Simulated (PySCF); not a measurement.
**How methods differ on the excitation energy of In**

In [Kr] 4d10 5s2 5p1 (2P) → In [Kr] 4d10 5s1 5p1 6s1 (4P), as a difference of total energies. Computed with PySCF 2.14 in aug-cc-pVDZ-PP with ECP28MDF (5s4p3d, 32 functions), with scalar relativity through the core potential. Correlated levels: valence: 4s2 4p6 4d10 frozen. The calculations carry no spin-orbit coupling.

| method | excitation energy (eV) |
| --- | --- |
| UHF | 6.687 |
| MP2 (valence) | 7.246 |
| SCS-MP2 (valence) | 7.432 |
| CCSD (valence) | 7.499 |
| CCSD(T) (valence) | 7.511 |
| CCSDT (valence) | 7.516 |
| FCI (valence) | 7.516 |

**Question.** How much does correlation contribute at CCSD(T) (valence)?

**Answer.** 7.511 − (6.687) = 0.824 eV, measured against UHF.

The upper state lies above the first ionisation limit, but in LS coupling its spin forbids autoionisation to the ground ion; at this Z spin-orbit coupling breaks that rule. A Rydberg-like electron needs more diffuse functions than a valence basis has.

The promoted electron is Rydberg-like, and one or two diffuse shells describe it only roughly, which tends to raise the upper state.
